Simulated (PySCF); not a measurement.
# Correlation energy of Bi (bismuth, neutral)

[Xe] 4f14 5d10 6s2 6p3, high-spin 4S determinant. Computed with PySCF 2.14 in aug-cc-pwCVDZ-PP with ECP60MDF, with a scalar-relativistic core potential. Frozen: 5s2 5p6 5d10; 5 electrons correlated.

```csv
level,correlation energy (mhartree)
CCSD,-53.72
(T),-0.83
CCSD(T),-54.55
```

Diagnostics: T1 = 0.0046, D1 = 0.0113, largest double amplitude 0.032.

Spin-orbit coupling is strong in this species (close to jj coupling), so the high-spin LS determinant is a model state, not a physical level.

Cost of the coupled-cluster step: of the order of 0.4 core-seconds, for 5 correlated electrons.

Iterations:

```
CC2 = 0
CCSD nocc = (np.int64(4), np.int64(1)), nmo = (39, 39)
frozen orbitals [[0, 1, 2, 3, 4, 5, 6, 7, 8], [0, 1, 2, 3, 4, 5, 6, 7, 8]]
max_cycle = 100
direct = 0
conv_tol = 1e-08
conv_tol_normt = 1e-06
diis_space = 8
diis_start_cycle = 0
Init t2, MP2 energy = -0.0436864575108097
Init E_corr(UCCSD) = -0.043686457526277
cycle = 1  E_corr(UCCSD) = -0.0515450038172432  dE = -0.00785854629  norm(t1,t2) = 0.0345788
cycle = 2  E_corr(UCCSD) = -0.0531701734450874  dE = -0.00162516963  norm(t1,t2) = 0.00920799
cycle = 3  E_corr(UCCSD) = -0.0537320157138813  dE = -0.000561842269  norm(t1,t2) = 0.00305001
cycle = 4  E_corr(UCCSD) = -0.0537193840535224  dE = 1.26316604e-05  norm(t1,t2) = 0.00047363
cycle = 5  E_corr(UCCSD) = -0.0537198299169633  dE = -4.45863441e-07  norm(t1,t2) = 7.68087e-05
cycle = 6  E_corr(UCCSD) = -0.0537195106308342  dE = 3.19286129e-07  norm(t1,t2) = 1.56746e-05
cycle = 7  E_corr(UCCSD) = -0.0537196599905787  dE = -1.49359745e-07  norm(t1,t2) = 2.74456e-06
cycle = 8  E_corr(UCCSD) = -0.0537196156268687  dE = 4.436371e-08  norm(t1,t2) = 2.90152e-07
cycle = 9  E_corr(UCCSD) = -0.0537196181240019  dE = -2.4971332e-09  norm(t1,t2) = 5.51344e-08
UCCSD converged
E(UCCSD) = -213.6452513483835  E_corr = -0.05371961812400186
UCCSD(T) correction = -0.000833616795890495
```

Spin-orbit coupling is strong in this species, so the high-spin LS determinant is a model state.
